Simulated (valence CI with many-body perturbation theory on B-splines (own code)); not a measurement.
The numbers below are computed, except where a source is named.
## Pt LXIV: what each term of the Hamiltonian does

Method: valence CI with perturbative core correlation (CI+MBPT): five valence electrons over a frozen Dirac-Fock core [Ne], radial functions for each j: 9 s, 9 p, 8 d, 6 f, 3 g, 1 h, with the one-electron correlation potential Σ1, the two-electron term Σ2, the three-electron term Σ3, Breit, model QED; selected CI, second order for the rest (own B-spline code, finite nucleus).

The last digits are not significant, and no measured levels were compared; by estimate large intervals hold to a few tenths of a per cent, small ones and those within an open d or f shell to about a per cent. Among the levels kept, up to 640 cm⁻¹ of a level comes from second order outside the variational space, and about a tenth of that is noise between levels of different J, which matters for small intervals.

Each rung adds one term. CI alone is the Dirac-Coulomb CI over the frozen core; QED comes last and gives the full result, which names the levels. Energies are above (3s^2 3p1/2^2 3p3/2) J=3/2 on the same rung, in eV.

Levels are named by their leading jj configuration (3d3/2^4 stands for four electrons in 3d with j = 3/2), which in mixed levels can hold well under half, so a name can repeat and another be missing. Letters in brackets count levels of one name in rising energy.

| Level | CI alone |
| --- | --- |
| (3s^2 3p1/2^2 3d3/2) J=3/2 | 248.49 |
| (3s^2 3p1/2^2 3d5/2) J=5/2 | 369.47 |
| (3s^2 3p1/2 3p3/2^2) J=3/2 | 447.38 |
| (3s^2 3p1/2 3p3/2^2) J=5/2 | 460.64 |
| (3s^2 3p1/2 3p3/2^2) J=1/2 | 476.28 |
| (3s 3p1/2^2 3p3/2^2) J=5/2 | 639.04 |
| (3s 3p1/2^2 3p3/2^2) J=3/2 | 670.14 |
| (3s 3p1/2^2 3p3/2^2) J=1/2 | 672.39 |
| (3s^2 3p1/2 3p3/2 3d3/2) J=5/2 [a] | 693.62 |
| (3s^2 3p1/2 3p3/2 3d3/2) J=1/2 [a] | 696.39 |
| (3s^2 3p1/2 3p3/2 3d3/2) J=3/2 [a] | 697.41 |
| (3s^2 3p1/2 3p3/2 3d3/2) J=7/2 | 707.55 |
| (3s^2 3p1/2 3p3/2 3d3/2) J=5/2 [b] | 739.20 |
| (3s^2 3p1/2 3p3/2 3d3/2) J=1/2 [b] | 750.13 |
| (3s^2 3p1/2 3p3/2 3d3/2) J=3/2 [b] | 751.89 |
| (3s^2 3p1/2 3p3/2 3d5/2) J=7/2 [a] | 799.39 |

(1) What do these energies become with core correlation, Breit and QED?

(2) How does the ionisation energy move along the ladder, and which term matters most?

Results:

(1) (3s^2 3p1/2^2 3d3/2) J=3/2 245.81 (-2.685); (3s^2 3p1/2^2 3d5/2) J=5/2 364.10 (-5.368); (3s^2 3p1/2 3p3/2^2) J=3/2 442.97 (-4.412); (3s^2 3p1/2 3p3/2^2) J=5/2 455.42 (-5.225); (3s^2 3p1/2 3p3/2^2) J=1/2 471.92 (-4.358); (3s 3p1/2^2 3p3/2^2) J=5/2 632.95 (-6.088); (3s 3p1/2^2 3p3/2^2) J=3/2 663.96 (-6.182); (3s 3p1/2^2 3p3/2^2) J=1/2 666.81 (-5.576); (3s^2 3p1/2 3p3/2 3d3/2) J=5/2 [a] 685.77 (-7.854); (3s^2 3p1/2 3p3/2 3d3/2) J=1/2 [a] 689.45 (-6.938); (3s^2 3p1/2 3p3/2 3d3/2) J=3/2 [a] 689.94 (-7.470); (3s^2 3p1/2 3p3/2 3d3/2) J=7/2 698.87 (-8.681); (3s^2 3p1/2 3p3/2 3d3/2) J=5/2 [b] 730.95 (-8.252); (3s^2 3p1/2 3p3/2 3d3/2) J=1/2 [b] 742.52 (-7.613); (3s^2 3p1/2 3p3/2 3d3/2) J=3/2 [b] 743.79 (-8.096); (3s^2 3p1/2 3p3/2 3d5/2) J=7/2 [a] 789.89 (-9.499).

(2) CI alone 6926.6, + Σ1 6927.6, + Σ2 6927.7, + Σ3 6927.2, + Breit 6921.0, + QED 6920.2 eV. The largest step is Breit, -6.2 eV. NIST lists 6918 ± 19 eV (theoretical).
